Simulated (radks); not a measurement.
Question: Excited configurations of the tantalum ion Ta5+: one electron is placed in a higher orbital outside [Xe] 4f13. The ground configuration is [Xe] 4f14. Calculated with a radial shooting solver on a logarithmic mesh with Libxc functionals: Dirac Kohn-Sham, BLYP, spin-unpolarised, spherical densities, point nucleus; open shells fill j = l - 1/2 first. Excitation = E - E(ground); binding = E(ion) - E, where the ion is the core of charge +6; n* = 6/sqrt(2 binding) in atomic units, and the quantum defect is n - n*.

| outer orbital | excitation (eV) | binding (eV) | n* | quantum defect | eigenvalue (eV) | <r> (bohr) |
|---|---|---|---|---|---|---|
| 5d3/2 | 29.748 | 64.178 | 2.763 | 2.237 | -57.133 | 1.594 |
| 6s1/2 | 38.947 | 54.979 | 2.985 | 3.015 | -50.209 | 2.332 |
| 6p1/2 | 47.181 | 46.745 | 3.237 | 2.763 | -42.490 | 2.582 |
| 6d3/2 | 61.244 | 32.682 | 3.871 | 2.129 | -29.645 | 3.373 |
| 6f5/2 | 72.907 | 21.018 | 4.827 | 1.173 | -19.043 | 4.926 |
| 7s1/2 | 63.291 | 30.635 | 3.999 | 3.001 | -28.316 | 4.105 |
| 7p1/2 | 66.750 | 27.176 | 4.245 | 2.755 | -25.024 | 4.484 |
| 7d3/2 | 73.063 | 20.863 | 4.845 | 2.155 | -19.073 | 5.550 |
| 7f5/2 | 79.269 | 14.657 | 5.781 | 1.219 | -13.423 | 7.517 |

Estimate the row for 5f5/2.

Answer: excitation (eV) 61.325; binding (eV) 32.601; n* 3.876; quantum defect 1.124; eigenvalue (eV) -28.544; <r> (bohr) 2.737. The Delta-SCF ionisation energy is 93.926 eV (NIST Atomic Spectra Database: 94.01 eV, semi-empirical). Self-interaction in the functional shifts the binding energies and quantum defects, so they are the method's values and not measured ones. Spin polarisation and multiplet splitting are left out, so open shells lie too high by an amount that depends on their filling.

Beside tabulated values, note that spin-unpolarised runs miss the spin-polarisation part of the exchange energy of open shells.
